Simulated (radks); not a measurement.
Pd III, 44 electrons, occupied as [Ar] 3d10 4s2 4p5 4d8 5p1 (not the ground configuration). Calculated with a radial shooting solver on a logarithmic mesh with Libxc functionals: Dirac Kohn-Sham, PBEsol, spin-unpolarised, spherical densities, point nucleus; open shells fill j = l - 1/2 first.

Normalised radial functions P(r) = r R(r) (large component), r in bohr:

r	4s1/2	4p1/2	5s1/2
0.001263	0.0548	0.0023	0.0200
0.001685	0.0704	0.0033	0.0256
0.002247	0.0898	0.0050	0.0327
0.002997	0.1135	0.0077	0.0413
0.003998	0.1416	0.0118	0.0516
0.005332	0.1734	0.0185	0.0632
0.007111	0.2072	0.0290	0.0754
0.009485	0.2388	0.0454	0.0869
0.01275	0.2615	0.0716	0.0952
0.01701	0.2625	0.1096	0.0955
0.02268	0.2277	0.1632	0.0828
0.03026	0.1416	0.2331	0.0514
0.04035	-0.0035	0.3128	-0.0016
0.05382	-0.1925	0.3825	-0.0704
0.07178	-0.3701	0.4033	-0.1349
0.09574	-0.4375	0.3217	-0.1586
0.1277	-0.2898	0.0973	-0.1032
0.1703	0.0881	-0.2419	0.0359
0.2272	0.5192	-0.5496	0.1911
0.303	0.6633	-0.5939	0.2335
0.4041	0.2745	-0.2230	0.0732
0.539	-0.4905	0.4396	-0.2109
0.7189	-1.1063	1.0058	-0.3742
0.9588	-1.1575	1.1269	-0.2122
1.289	-0.7382	0.8086	0.2254
1.719	-0.3033	0.3938	0.6195
2.293	-0.0761	0.1255	0.7352
3.058	-0.0105	0.0240	0.5591
4.079	-0.0007	0.0024	0.2766
5.441	0.0000	0.0001	0.0831
7.257	0.0000	0.0000	0.0132
9.679	0.0000	0.0000	0.0009

4s1/2: eigenvalue -117.81 eV, 3 radial nodes at r = 0.0401, 0.161, 0.452 bohr, <r> = 0.936 bohr, 90 % of the charge inside 1.36 bohr. 4p1/2: eigenvalue -86.314 eV, 2 radial nodes at r = 0.140, 0.449 bohr, <r> = 1.00 bohr, 90 % of the charge inside 1.48 bohr. 5s1/2 (empty): eigenvalue -22.873 eV, 4 radial nodes at r = 0.0401, 0.160, 0.437, 1.12 bohr, <r> = 2.48 bohr, 90 % of the charge inside 3.59 bohr.
